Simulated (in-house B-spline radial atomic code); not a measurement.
Orbital energies and mean radii along the 56-electron series, configuration 1s2 2s2 2p6 3s2 3p6 3d10 4s2 4p6 4d10 4f5/2(6) 4f7/2(2) 5s2. The effective charge is n√(-2ε), a non-relativistic measure. Computed with a radial B-spline atomic code at the basis-set limit: Dirac-Hartree-Fock, jj configuration that fills j = l - 1/2 first, finite nuclei.

| ion | Z | energy of 4d3/2 (Eh) | mean radius of 4d3/2 (bohr) | energy of 4f5/2 (Eh) | mean radius of 4f5/2 (bohr) | effective charge of 4d3/2 |
| --- | --- | --- | --- | --- | --- | --- |
| Dy10+ | 66 | -13.001 | 0.59497 | -6.6745 | 0.69113 | 20.397 |
| Ho11+ | 67 | -14.447 | 0.57775 | -7.8455 | 0.65564 | 21.501 |
| Er12+ | 68 | -15.967 | 0.56141 | -9.0908 | 0.62461 | 22.604 |
